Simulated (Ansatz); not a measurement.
`[CH3][W]([CH3])(=[NH])=[NH]`. The species carries charge 0 and has multiplicity 1. W: def2 effective core potential.

| atom | x (Å) | y (Å) | z (Å) |
| --- | --- | --- | --- |
| C1 | 0.059 | 1.827 | -0.642 |
| W2 | 0.352 | -0.156 | 0.055 |
| C3 | -1.452 | -1.210 | 0.424 |
| N4 | 1.213 | -1.023 | -1.197 |
| N5 | 1.211 | -0.049 | 1.576 |
| H6 | 0.995 | 2.357 | -0.830 |
| H7 | -0.508 | 1.800 | -1.580 |
| H8 | -0.505 | 2.394 | 0.107 |
| H9 | -1.287 | -2.228 | 0.783 |
| H10 | -2.032 | -1.270 | -0.503 |
| H11 | -2.034 | -0.676 | 1.183 |
| H12 | 1.996 | -1.542 | -1.564 |
| H13 | 1.993 | -0.224 | 2.188 |

Q: List the harmonic frequencies (cm⁻¹, unscaled) at PBE0-D4/def2-TZVP in Ansatz. (Best estimate.)

A: Computed: 117, 121, 150, 192, 210, 220, 278, 493, 498, 550, 558, 611, 621, 624, 688, 694, 716, 984, 1031, 1206, 1213, 1410, 1419, 1425, 1431, 3025, 3027, 3109, 3110, 3132, 3132, 3653, 3655.

Q: Is this a minimum?

A: Yes, all 33 modes are real.

Q: Give the ideal-gas thermochemistry at 298.15 K and 1 bar (rigid rotor, harmonic oscillator; point group C2v, symmetry number 2).

A: Zero-point energy 259.0 kJ/mol; H(298) − E = 284.4 kJ/mol; entropy 374.4 J/(mol·K), of which translation 177.4, rotation 106.7, vibration 90.3; G(298) − E = 172.8 kJ/mol.

Q: Rotational constants (cm⁻¹)?

A: 0.1129, 0.09625, 0.09312.
